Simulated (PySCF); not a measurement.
Run record: excited-state job, `CB(C)N1CC1`.

Method: TDDFT B3LYP/def2-SVPD, vertical, gas phase, core orbitals frozen in the response (PySCF 2.14.0, density-fitted response routines). Geometry: GFN2-xTB. A driver script takes a list of jobs; this job's settings line and coordinates (Å) are shown.

Input:
```
{"job": {"kind": "uv", "xc": "B3LYP", "basis": "def2-SVPD", "nstates": 8, "ntriplets": 3}, "charge": 0, "multiplicity": 1}
C      1.286757    -1.491930     0.286931
B      0.644725    -0.051099     0.076558
C      1.541409     1.263399     0.048624
N     -0.709950     0.058608    -0.084527
C     -1.973558    -0.582529    -0.164456
C     -1.839072     0.893353    -0.290683
H      1.828970    -1.547215     1.228926
H      2.007607    -1.720134    -0.495985
H      0.543465    -2.286179     0.289370
H      2.101792     1.376717     0.974671
H      2.277598     1.218998    -0.751825
H      0.957835     2.170362    -0.093886
H     -2.385074    -0.997025     0.749244
H     -2.182727    -1.170153    -1.051573
H     -2.153955     1.522819     0.534444
H     -1.953420     1.350951    -1.267244
```

Question: Give the output.

Answer: 
```
coarse grid: 12696 points
cycle   1  E = -237.7851358106  dE =  6.094e-01  |g| = 5.277e-01  |ddm| = 9.490e+00
cycle   2  E = -237.7453852404  dE =  3.975e-02  |g| = 6.540e-01  |ddm| = 1.963e+00
cycle   3  E = -237.8613830929  dE = -1.160e-01  |g| = 7.499e-02  |ddm| = 1.104e+00
cycle   4  E = -237.8623144427  dE = -9.313e-04  |g| = 3.693e-02  |ddm| = 1.835e-01
cycle   5  E = -237.8625958385  dE = -2.814e-04  |g| = 7.440e-03  |ddm| = 5.625e-02
cycle   6  E = -237.8626075270  dE = -1.169e-05  |g| = 3.099e-03  |ddm| = 1.460e-02
cycle   7  E = -237.8626098817  dE = -2.355e-06  |g| = 1.760e-04  |ddm| = 4.762e-03
final grid: 120752 points
cycle   8  E = -237.9048634280  dE = -5.152e-05  |g| = 6.783e-03  |ddm| = 1.711e-01
cycle   9  E = -237.9048572473  dE =  6.181e-06  |g| = 8.477e-03  |ddm| = 2.516e-02
cycle  10  E = -237.9048749105  dE = -1.766e-05  |g| = 1.055e-03  |ddm| = 1.170e-02
cycle  11  E = -237.9048751445  dE = -2.341e-07  |g| = 1.579e-04  |ddm| = 1.687e-03
cycle  12  E = -237.9048751499  dE = -5.380e-09  |g| = 1.773e-05  |ddm| = 2.816e-04
cycle  13  E = -237.9048751500  dE = -6.776e-11  |g| = 6.484e-06  |ddm| = 6.454e-05
converged SCF energy = -237.9048751500

Static polarisability (au): isotropic 71.296, principal 56.244 72.428 85.215

Singlet excitations
state   eV       nm        f      main configurations
  1   6.6253    187.1   0.00551   H->L 0.99
  2   7.1713    172.9   0.00004   H-1->L+1 0.98
  3   7.2268    171.6   0.36325   H->L+1 0.96
  4   7.3205    169.4   0.01567   H-1->L 0.98
  5   7.3496    168.7   0.00001   H->L+3 0.98
  6   7.3727    168.2   0.01211   H->L+2 0.99
  7   8.0659    153.7   0.02933   H-1->L+2 0.97
  8   8.1017    153.0   0.00477   H-1->L+3 0.98

Triplet excitations (Tamm-Dancoff, eV): 5.9131 6.5537 6.8101
```

The SCF starts on a coarse grid where the log names one; the energy can jump when the final grid takes over, and dE then counts from the start density on the new grid. H and L stand for HOMO and LUMO; the number after each pair is its weight.

Question: How does the lowest singlet excitation compare with the HOMO–LUMO gap?

Answer: HOMO -7.26 eV and LUMO 0.29 eV give a gap of 7.55 eV; S1 at 6.63 eV lies 0.92 eV below it.

Question: Give S1 in cm⁻¹ and kJ/mol.

Answer: 6.6253 eV × 8065.54 = 53437 cm⁻¹; × 96.485 = 639.2 kJ/mol.

Summary of the converged run: HOMO -7.26 eV, LUMO 0.29 eV; lowest singlet 6.63 eV; lowest triplet 5.91 eV (Tamm–Dancoff); mean polarisability 71.3 au.

Question: Estimate the wall time. Hardware: one thread of an Arm Neoverse V2, no GPU, shared host.

Answer: About 21 s.
Labels such as C1 count atoms from 1, the log's own numbers from 0.
